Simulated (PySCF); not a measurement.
# Continuum solvent and chemical shifts

Atoms are numbered as in `[CH2:1]=[CH:2][O:3][C:4](=[O:5])[c:6]1[cH:7][cH:8][cH:9][cH:10][cH:11]1`. Hydrogens are named by the atom that carries them. Ha(C1) is cis to O3; Hb(C1) is trans to O3.

GIAO PBE0/pcSseg-1 in PySCF on one PBE0-D3(BJ)/def2-SVP conformer, non-relativistic, equivalent nuclei averaged. Solvents enter as an IEF-PCM continuum (benzene with ε = 2.3, chloroform with ε = 4.7) around the gas-phase geometry. Shifts are referred to TMS computed in the same medium.

In benzene, δ in ppm: C4 166.1, C2 148.4, C9 141.0, C7/C11 137.4, C8/C10 134.6, C6 132.5, C1 102.3, H(C7)/H(C11) 8.48, H(C2) 8.03, H(C9) 7.83, H(C8)/H(C10) 7.73, Ha(C1) 5.38, Hb(C1) 5.01. Dipole moment 2.46 D.

Task: How does each δ change in the more polar medium?

Result: 
```json
{"atoms": "C4", "environment": "ester carbonyl carbon", "Δδ, chloroform": "+0.7"}
{"atoms": "C2", "environment": "alkene carbon bearing oxygen", "Δδ, chloroform": "+0.2"}
{"atoms": "C9", "environment": "aromatic CH", "Δδ, chloroform": "+0.9"}
{"atoms": "C7/C11", "environment": "aromatic CH", "Δδ, chloroform": "+0.3"}
{"atoms": "C8/C10", "environment": "aromatic CH", "Δδ, chloroform": "+0.6"}
{"atoms": "C6", "environment": "substituted aromatic carbon", "Δδ, chloroform": "0.0"}
{"atoms": "C1", "environment": "β carbon of an enol-ether or enamine type C=C", "Δδ, chloroform": "+0.7"}
{"atoms": "H(C7)/H(C11)", "environment": "hydrogen on an aromatic CH", "Δδ, chloroform": "+0.02"}
{"atoms": "H(C2)", "environment": "hydrogen on an alkene carbon bearing oxygen", "Δδ, chloroform": "0.00"}
{"atoms": "H(C9)", "environment": "hydrogen on an aromatic CH", "Δδ, chloroform": "+0.09"}
{"atoms": "H(C8)/H(C10)", "environment": "hydrogen on an aromatic CH", "Δδ, chloroform": "+0.08"}
{"atoms": "Ha(C1)", "environment": "hydrogen on a β carbon of an enol-ether or enamine type C=C", "Δδ, chloroform": "+0.06"}
{"atoms": "Hb(C1)", "environment": "hydrogen on a β carbon of an enol-ether or enamine type C=C", "Δδ, chloroform": "+0.08"}
```

Changes are relative to benzene. The dipole moment becomes 2.66 D in chloroform.

Task: Which nuclei move most (in ppm), and what does the model miss?

Result: C9 (aromatic CH, +0.9 ppm) in chloroform. A continuum only polarises the solute; specific hydrogen bonds, the anisotropy of aromatic solvents and changes of geometry or conformer are outside it.
